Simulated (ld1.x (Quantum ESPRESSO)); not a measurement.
**Before and after: TM potential for iron**

Fe (Z = 26), norm-conserving Troullier–Martins (Kleinman–Bylander form), made with ld1.x (Quantum ESPRESSO) 7.5 (PBEsol, scalar-relativistic). Core [Ne] 3s2, reference 3p6 3d6 4s2 4p0. Waves: 3p (bound): rc 1.30 bohr; 3d (bound): rc 1.00 bohr; 4s (bound): rc 2.25 bohr. Local part: the s channel. Core correction: none.

All-electron outer shells of the reference configuration (PBEsol, scalar-relativistic, ld1.x):

```csv
shell,level (eV),outermost node (bohr),outermost maximum (bohr)
2p,-697.99,–,0.18
3s,-93.77,0.33,0.70
3p,-59.92,0.30,0.72
3d,-7.53,–,0.71
4s,-5.31,1.00,2.41
4p,-1.30,1.10,3.29
```

Change: wave 3d (bound): rc 1.00 bohr becomes 3d (bound): rc 1.36 bohr.

Cutoffs: the cutoffs (Ry, on a coarse ladder) from which the occupation-weighted sum of valence levels, in a spherical-Bessel basis at the reference potential, stays within 10 and 1 mRy of its value at 400 Ry; they do not see the model core or the augmentation charge, which bear on the density cutoff. Errors are all-electron minus pseudo energies relative to the spin-unpolarised reference configuration.

Task: Predict the effect on cutoff, ghosts and configuration errors.

Result: The potential gets softer (200 Ry and 300 Ry → 120 Ry and 200 Ry); the errors of the 6 common tests hardly move; neither file shows a bound ghost at the reference potential, the only one tested. A larger radius leaves more room for a smooth pseudo-wave, so fewer plane waves are needed.

| quantity | base | changed |
| --- | --- | --- |
| cutoff, loose | 200 Ry | 120 Ry |
| cutoff, tight | 300 Ry | 200 Ry |
| loose cutoff by channel (10 mRy a level) | p 60 Ry, d 180 Ry, s 8 Ry | p 60 Ry, d 110 Ry, s 8 Ry |
| bound ghosts | none | none |
| tests counted (converged, no solver errors) | 6 of 7 | 6 of 7 |
| error for 3p6 3d6 4s0 4p0, meV [ΔE 24.86 eV] | -43 | -37 |
| error for 3p6 3d5 4s0 4p0, meV [ΔE 59.05 eV] | -213 | -196 |
| error for 3p6 3d6 4s0 4p2, meV [ΔE 8.49 eV] | -1534 | -1531 |
| error for 3p6 3d7 4s1 4p0, meV [ΔE -0.80 eV] | -196 | -179 |
| error for 3p6 3d6 4s1 4p1, meV [ΔE 4.13 eV] | -634 | -634 |
| error for 3p6 3d6 4s0 4p1, meV [ΔE 13.82 eV] | -1146 | -1142 |
| s: phases at 2.46 bohr within 0.05 rad from the reference energy up to (Ry; the scan ends near 5) | 3.0 | 3.0 |
| p: phases at 2.46 bohr within 0.05 rad from the reference energy up to (Ry; the scan ends near 5) | -1.1 | -1.1 |
| d: phases at 2.46 bohr within 0.05 rad from the reference energy up to (Ry; the scan ends near 5) | 0.5 | 0.5 |

Base: Tests not counted: 3p6 3d6 4s1 4p0 (pseudo-atom not self-consistent, printed error -51 meV). These tests converged, but a pseudo level misses the all-electron one widely, so the file describes the atom poorly there or has found another state: 3p6 3d5 4s0 4p0: empty 4p by 2.9 eV. ld1.x printed “convergence not achieved” for 2 of the counted tests; their residual had stalled under 1e-8, short of the target of 1e-14. Changed file: Tests not counted: 3p6 3d6 4s1 4p0 (pseudo-atom not self-consistent, printed error -2.8 meV). These tests converged, but a pseudo level misses the all-electron one widely, so the file describes the atom poorly there or has found another state: 3p6 3d5 4s0 4p0: empty 4p by 2.9 eV. ld1.x printed “convergence not achieved” for 2 of the counted tests; their residual had stalled under 1e-8, short of the target of 1e-14.
